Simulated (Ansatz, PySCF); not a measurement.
Gas-phase reaction (SMILES): COB(O)OC + [H][H] (H2) → COBOC [dimethoxyborane] + O (H2O); hydrogen cleaves one B-O bond, a model of a ligand-exchange step.

Structures are relaxed separately at B3LYP-D3(BJ)/def2-TZVP in Ansatz (a program for electronic structure), one conformer each, not searched for the lowest. Cores are frozen in the correlated levels unless marked. Spin-orbit coupling is left out. No relativistic terms. Basis-set limits of correlation are two-point, X^-3; Hartree-Fock from the larger set. [CCSD(T)-MP2]/basis is that difference in the basis named. Thermal terms are rigid-rotor harmonic-oscillator values from B3LYP-D3(BJ) frequencies (Ansatz or PySCF) at 298.15 K and 1 atm. 1 Eh = 627.5095 kcal/mol.

```csv
species,"E, RI-MP2/CBS(cc-pVTZ,cc-pVQZ)+[CCSD(T)-MP2]/cc-pVTZ (Ansatz) (Eh)","E, wB97M-V/def2-TZVPD (Ansatz) (Eh)",H - E (Eh)
COB(O)OC,-330.76701,-331.10440,0.11352
[H][H] (H2),-1.17529,-1.16077,0.01336
COBOC,-255.52801,-255.79377,0.10627
O (H2O),-76.37659,-76.43347,0.02495
```

**Question.** Work out ΔE and ΔH at 298.15 K at the first level, then ΔH at the second.

**Answer.** 
1. ΔE = [(-255.52801) + (-76.37659)] - [(-330.76701) + (-1.17529)] = 0.03770 Eh = 23.7 kcal/mol at RI-MP2/CBS(cc-pVTZ,cc-pVQZ)+[CCSD(T)-MP2]/cc-pVTZ.
2. The terms H - E add up to 0.00434 Eh, so ΔH = (0.03770 + (0.00434))×627.5095 = 26.4 kcal/mol.
3. At wB97M-V/def2-TZVPD the same steps give ΔE = 23.8 and ΔH = 26.5 kcal/mol, a shift of +0.1 from the first level.
4. These values are not checked against measurement here, since the tables used lack a sound gas-phase enthalpy of formation for at least one species.
